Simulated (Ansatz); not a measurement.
The first iterations of a band of Cl2Zn + H4Si (8 atoms, charge 0, multiplicity 1).

All numbers below come from RKS BLYP/def2-SVP (Ansatz).

```json
{"movable images": "9", "climbing image": "yes", "spring": "5.0 eV/Å²", "optimiser": "quadratic models (default)", "start path": "through a guess of the saddle point", "force threshold": "0.05 eV/Å", "iteration limit": "60", "end points": "relaxed"}
```

Initial state:

```xyz
8
Properties=species:S:1:pos:R:3
Zn 0.513 0.059 0.348
Cl 1.664 -0.117 2.129
Cl -0.314 0.273 -1.611
Si -2.961 -0.041 1.060
H -3.259 -1.133 0.086
H -3.791 -0.197 2.298
H -3.178 1.307 0.452
H -1.509 -0.150 1.474
```

Final state:

```xyz
8
Properties=species:S:1:pos:R:3
Zn -0.869 -0.048 -0.473
Cl 0.735 0.193 2.163
Cl 0.877 -0.076 -1.730
Si -2.968 -0.012 0.619
H -4.034 -0.775 -0.118
H -2.863 -0.615 1.997
H -3.463 1.397 0.803
H -0.250 -0.064 2.975
```

| iteration | highest image above the first end (eV) | largest band force component (eV/Å) |
| --- | --- | --- |
| 1 | 3.203 | 3.867 |
| 2 | 2.420 | 1.103 |
| 3 | 2.028 | 0.766 |

**Question.** Does the band converge within its limit, and where does its top end?

**Answer.** The run converged. It ended after 9 iterations with the highest image 1.616 eV above the first end. A vibrational analysis at the climbing image gives one clearly imaginary mode, 851i cm⁻¹: a first-order saddle point. The orbitals stay closed-shell, which can raise the energy where a bond breaks towards radicals; this wasn't checked here.

Time of the run: 2.7 min on 2 threads of Intel(R) Xeon(R) Platinum 8488C (Sapphire Rapids) (shared host), peak memory 0.18 GiB.
